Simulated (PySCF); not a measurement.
F3Sc, charge -1, multiplicity 2. Atoms are numbered in the order given.

```xyz
4

Sc     0.0000     0.0000     0.0000
F      1.9245     0.0000     0.0000
F     -0.9623     1.6667     0.0000
F     -0.9623    -1.6667     0.0000
```
Charge -1, spin multiplicity 2.

Geometry: B3LYP-D3(BJ)/def2-SVPD. A frequency run showed that this geometry is not a minimum. The spin state was assumed, not searched.

The numbers are results of PySCF with CAM-B3LYP/def2-TZVPD, not measurements.

The molecule is in vacuum.

Computed frontier levels, dipole moment and polarisability:
```
Quantity                                                            Value
------------------------------------------------  -----------------------
α spin, highest occupied and lowest empty level         -0.36 and 3.67 eV
β spin, highest occupied and lowest empty level         -6.93 and 3.69 eV
dipole moment about the centre of nuclear charge                   0.00 D
mean static polarisability                         103.9 bohr³ (15.39 Å³)
polarisability, principal values                  65.8, 65.8, 180.0 bohr³
⟨S²⟩                                              0.751 (pure state 0.75)
```
